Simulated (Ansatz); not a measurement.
Ansatz (a program for electronic structure) input for C3H6Cl, SMILES C[C](C)Cl, multiplicity 2, CAM-B3LYP/def2-SVPD. The structure is a stationary point at PBE0-D3(BJ)/def2-SVP. The isomer is the one that the SMILES or the coordinates give; other isomers of the formula were not compared.

Ansatz 0.2 input:
```yaml
crystal:
  periodic: [false, false, false]
  atoms:
    - {symbol: C, position_ang: [-1.06590730, 0.02494400, -1.30599173]}
    - {symbol: C, position_ang: [-0.39149415, -0.17536109, -0.00000000]}
    - {symbol: C, position_ang: [-1.06590729, 0.02494400, 1.30599174]}
    - {symbol: Cl, position_ang: [1.33158466, 0.01517758, -0.00000000]}
    - {symbol: H, position_ang: [-1.11026949, 1.09599233, -1.58996027]}
    - {symbol: H, position_ang: [-2.10120066, -0.34708067, -1.26255525]}
    - {symbol: H, position_ang: [-0.53707325, -0.50150180, -2.11478555]}
    - {symbol: H, position_ang: [-0.53707325, -0.50150181, 2.11478555]}
    - {symbol: H, position_ang: [-1.11026948, 1.09599233, 1.58996027]}
    - {symbol: H, position_ang: [-2.10120066, -0.34708066, 1.26255525]}
basis:
  gaussian:
    orbitals: def2-SVPD
hamiltonian:
  xc: {name: CAM-B3LYP}
magnetization: {spin_polarized: true, initial_magnetization: 1}
```

Log of the run:

```
WARN ansatz: RAYON_NUM_THREADS=1 ignored (pool sized by the plan → 1); use --threads N
Functional definition: CAM-B3LYP
integrals: 0.07 GiB planned
1167 factors; their error is unknown
integrals: 0.10 GiB planned
475 factors; integrals over basis functions are off by at most 3.6e-5 eV
mean field: 0.95 GiB planned
mean field evaluation 1: about -15719.0091 eV, gradient 2.8e1 eV
mean field evaluation 2: about -15719.8855 eV, gradient 2.4e1 eV
mean field evaluation 4: about -15722.8369 eV, gradient 1.3e0 eV
mean field evaluation 8: about -15722.8470 eV, gradient 3.3e-2 eV
mean field evaluation 16: about -15722.8717 eV, gradient 5.3e-5 eV
mean field -15722.87166956 eV, -577.8048765110 hartree, gradient 5.3e-5 eV, S^2 0.754962; 0 other end points of the search recorded, 0 dependent functions left out
reference -15722.87179821 eV, -577.8048812391 hartree; 21, 20 occupied and 114, 115 virtual orbitals, 1167 factors
Total energy: -15722.87179821 eV, -577.8048812391 hartree
```

The calculation finished and met its thresholds.
